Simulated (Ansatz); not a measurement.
`O[Si]1([SiH3])[SiH2][SiH2]1` + `OC(O)(O)F` → `O[SiH]1[SiH2][SiH2]1` + `OC(O)(F)O[SiH3]`  (formal exchange of groups at the Si–Si bond)

Program: Ansatz. Geometries: PBE0-D4/def2-TZVP. ΔE: electronic, gas phase. CBS: MP2 limit from def2 TZ/QZ plus the TZ coupled-cluster correction, frozen cores. Functionals use def2-TZVPP. One conformer a species, not always the lowest.

CCSD(T)/CBS gives -0.70 eV.

Q: Another level gave -0.55 eV. Which?
A. PBE/def2-TZVPP
B. r2SCAN-D4/def2-TZVPP
C. PBE0/def2-TZVPP
D. CCSD/def2-TZVPP

A: C. PBE0 -0.55, r2SCAN-D4 -0.64, CCSD/def2-TZVPP -0.76, PBE -0.47 eV.

Largest T1 diagnostic among the species: 0.015.

In def2-TZVPP, CCSD(T) changes the Hartree–Fock value by +0.33 eV (the triples alone add +0.06 eV) and MP2 by +0.29 eV. The D4 term adds +0.05 eV with B3LYP and +0.03 eV with PBE0; it sums over pairs of atoms, weighted by their polarisabilities, and B3LYP, whose exchange is more repulsive, gets the larger term.

B3LYP here is the variant with VWN-RPA as its local correlation; programs differ in this.
